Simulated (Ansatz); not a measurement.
Consider the redistribution: `F[SiH]1BC1` + `COB(O)O[SiH3]` → `F[SiH]1CB1[SiH3]` + `COB(O)O`.

Gas-phase electronic energies from Ansatz, PBE0-D4/def2-TZVP geometries. CBS: MP2 limit from def2 TZ/QZ plus the TZ coupled-cluster correction, frozen cores. Functionals use def2-TZVPP. Each species was taken in one conformer, which may not be the lowest.

```
             level  ΔE (kcal/mol)  difference from CCSD(T)/CBS
            PBE-D4            8.6                         -5.2
         r2SCAN-D4           12.8                         -1.0
           ωB97M-V           14.2                          0.4
            B2PLYP           14.4                          0.6
              PBE0           10.3                         -3.5
SCS-MP2/def2-TZVPP           15.1                          1.3
CCSD(T)/def2-TZVPP           13.2                         -0.6
      HF/CBS(def2)           20.7                          6.9
     MP2/CBS(def2)           14.3                          0.5
    CCSD/CBS(def2)           14.8                          1.0
       CCSD(T)/CBS           13.8                            0
```

Largest T1 diagnostic among the species: 0.014.

In def2-TZVPP, CCSD(T) changes the Hartree–Fock value by −6.7 kcal/mol (the triples alone add −1.0 kcal/mol) and MP2 by −6.2 kcal/mol. From PBE to PBE0 (25 % exact exchange), in def2-TZVPP and without D4, ΔE moves by +1.8 kcal/mol.
